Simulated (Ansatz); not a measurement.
ScF₃, relaxed as a singlet with RKS PBE0-D4/def2-TZVP in Ansatz, starting from the GFN1-xTB geometry. Force threshold 0.02 eV/Å.

The relaxation made no stability test and no search for a lower SCF solution. The structure comes from a short search, and lower isomers may exist.

Start:

Cartesian coordinates in Å:
```
Sc -0.006 0.129 -0.162
F 0.600 -1.324 -0.973
F -1.721 0.167 0.274
F 1.127 1.027 0.861
```

| step | energy (eV) | largest force component (eV/Å) | SCF passes |
| --- | --- | --- | --- |
| 1 | -28848.1090 | 1.904 | 16 |
| 2 | -28848.3100 | 0.496 | 27 |
| 3 (rejected) | -28848.2967 | 0.694 | 23 |
| 4 | -28848.3354 | 0.061 | 25 |
| 5 | -28848.3362 | 0.002 | 19 |

Force components are those of the run's own axes.

End:

```xyz
4

Sc    0.000    0.002   -0.002
F     0.629   -1.348   -1.079
F    -1.809    0.222    0.233
F     1.180    1.124    0.849
```

By distances, no bond broke or formed. The bond that changes most is Sc1–F3, from 1.77 to 1.84 Å (atoms count from 1).

No frequencies were taken in this run, so the end may be a saddle point.

Run time 6.5 s (4 threads of Arm Neoverse V1 on a shared host).
